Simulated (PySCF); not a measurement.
Polarisability and C₆ of B²⁺ (boron, charge +2)

[He] 2s1, 2S determinant. Computed with PySCF 2.14 in aug-cc-pVDZ (4s3p2d, 23 functions), with the non-relativistic Hamiltonian (point nucleus). Coupled (time-dependent) response in atomic units; α is the mean over directions. A double-zeta set is small for polarisabilities.

```json
{"method": "UHF", "mean α (bohr³)": "8.102", "C₆ (like pair)": "11.49", "S(−4)": "157.2"}
{"method": "PBE", "mean α (bohr³)": "7.146", "C₆ (like pair)": "9.566", "S(−4)": "121.7"}
{"method": "PBE0", "mean α (bohr³)": "7.350", "C₆ (like pair)": "9.965", "S(−4)": "128.8"}
{"method": "M06-L", "mean α (bohr³)": "8.227", "C₆ (like pair)": "12.10", "S(−4)": "151.7"}
```

S(−4) is the Cauchy moment in α(ω) = α(0) + S(−4) ω² + …

α(iu) at PBE:

```tsv
u (hartree)	α(iu) (bohr³)
0	7.146
0.0500	6.855
0.100	6.112
0.200	4.290
0.300	2.905
0.500	1.486
0.750	0.7990
1.00	0.5005
1.50	0.2513
2.00	0.1520
3.00	0.07467
5.00	0.03122
```

For an ion, C₆ is the dispersion term alone; charge-induced terms of lower order in 1/R come first.
